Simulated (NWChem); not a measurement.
System: Si2H5, doublet; SMILES [SiH2][SiH3]

The following NWChem deck was run.

```
start job
memory heap 200 mb stack 900 mb global 1100 mb
geometry units angstroms noautosym nocenter noautoz
  Si     0.118272    -1.223441     0.089336
  Si     0.037146     1.106756     0.021802
  H      1.066328    -1.837982    -0.891213
  H     -1.217679    -1.891084     0.003263
  H     -0.850393     1.595110     1.120812
  H      1.414596     1.648376     0.230105
  H     -0.487566     1.627150    -1.281265
end
basis spherical
  * library iglo-iii
end
dft
  odft
  mult 2
  xc xpbe96 cpbe96
  iterations 150
end
property
  hyperfine
end
task dft property
```

All runs use the structure optimised with PBE0/def2-SVP, spin-unrestricted. No stability test was run on the SCF state.

Fermi-contact couplings, non-relativistic, static geometry.

Atoms are numbered as in the input.

Problem. Give the results of this calculation. (PBE/IGLO-III, spin-unrestricted, contact and dipolar terms.) Quantities: A(iso) 29Si atom 1 (MHz); A(iso) 29Si atom 2 (MHz); A(iso) 1H atom 3 (MHz); A(iso) 1H atom 4 (MHz); A(iso) 1H atom 6 (MHz); A(iso) 1H atom 7 (MHz); <S²>.

Solution. A(iso) 29Si atom 1 (MHz): -360
A(iso) 29Si atom 2 (MHz): -9.2
A(iso) 1H atom 3 (MHz): 0.5
A(iso) 1H atom 4 (MHz): 0.5
A(iso) 1H atom 6 (MHz): -1.6
A(iso) 1H atom 7 (MHz): 69.5
<S²>: 0.753
